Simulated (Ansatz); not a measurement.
`O=P(O)(O)CCCCc1ccc(-c2ccc(-c3cccs3)s2)s1` was relaxed with r2SCAN-D4 (def2-SVP) in Ansatz in these states: charge +1 doublet, neutral singlet. The geometries follow in no particular order.

Single mean-field runs in def2-SVP are fitted with def2-universal-jkfit.

A:

Cartesian coordinates in Å:
```
O 4.369 -0.118 5.920
P 4.253 -0.445 4.476
O 5.565 -0.093 3.575
O 3.971 -2.027 4.185
C 2.954 0.370 3.519
C 3.106 0.361 1.996
C 3.125 -1.029 1.365
C 3.248 -0.978 -0.170
C 2.121 -0.275 -0.840
C 2.158 0.905 -1.592
C 0.906 1.313 -2.055
C -0.135 0.444 -1.665
C -1.508 0.565 -1.976
C -2.128 1.595 -2.726
C -3.496 1.430 -2.859
C -3.987 0.266 -2.221
C -5.331 -0.185 -2.181
C -6.456 0.441 -2.750
C -7.645 -0.269 -2.528
C -7.441 -1.433 -1.797
S -5.798 -1.666 -1.373
S -2.689 -0.608 -1.449
S 0.500 -0.876 -0.707
H 6.363 -0.073 4.126
H 4.139 -2.541 4.991
H 2.004 -0.096 3.836
H 2.936 1.407 3.894
H 4.035 0.891 1.728
H 2.273 0.950 1.569
H 2.215 -1.592 1.647
H 3.972 -1.616 1.751
H 3.315 -2.010 -0.559
H 4.182 -0.467 -0.456
H 3.091 1.439 -1.786
H 0.739 2.207 -2.658
H -1.572 2.432 -3.150
H -4.142 2.120 -3.403
H -6.400 1.380 -3.301
H -8.627 0.045 -2.885
H -8.187 -2.167 -1.488
```

B:

```xyz
40

O     3.930    5.149    3.396
P     3.154    3.896    3.609
O     3.828    2.860    4.674
O     1.656    4.172    4.202
C     2.863    2.819    2.193
C     2.422    1.381    2.482
C     1.075    1.251    3.187
C     0.634   -0.212    3.353
C     0.486   -0.960    2.065
C     1.174   -2.070    1.621
C     0.787   -2.506    0.328
C    -0.203   -1.718   -0.240
C    -0.821   -1.860   -1.536
C    -0.358   -2.574   -2.635
C    -1.217   -2.506   -3.753
C    -2.354   -1.738   -3.533
C    -3.434   -1.459   -4.451
C    -3.764   -2.140   -5.615
C    -4.883   -1.585   -6.288
C    -5.410   -0.492   -5.636
S    -4.528   -0.122   -4.202
S    -2.356   -1.116   -1.903
S    -0.646   -0.430    0.853
H     4.430    3.341    5.263
H     1.592    5.104    4.461
H     2.129    3.346    1.557
H     3.818    2.826    1.640
H     3.201    0.880    3.084
H     2.378    0.844    1.518
H     0.303    1.805    2.620
H     1.115    1.722    4.182
H    -0.316   -0.236    3.916
H     1.373   -0.755    3.967
H     1.937   -2.564    2.228
H     1.199   -3.385   -0.172
H     0.598   -3.102   -2.632
H    -1.003   -2.975   -4.716
H    -3.222   -3.026   -5.953
H    -5.298   -1.984   -7.216
H    -6.269    0.119   -5.918
```

Problem. Judge from the bond lengths which geometry belongs to which state (an estimate).

Solution. A is the charge +1 doublet (C12–C13 1.413 Å, C14–C15 1.384 Å, C13–C14 1.417 Å); B is the neutral singlet (C12–C13 1.443 Å, C14–C15 1.411 Å, C13–C14 1.390 Å).
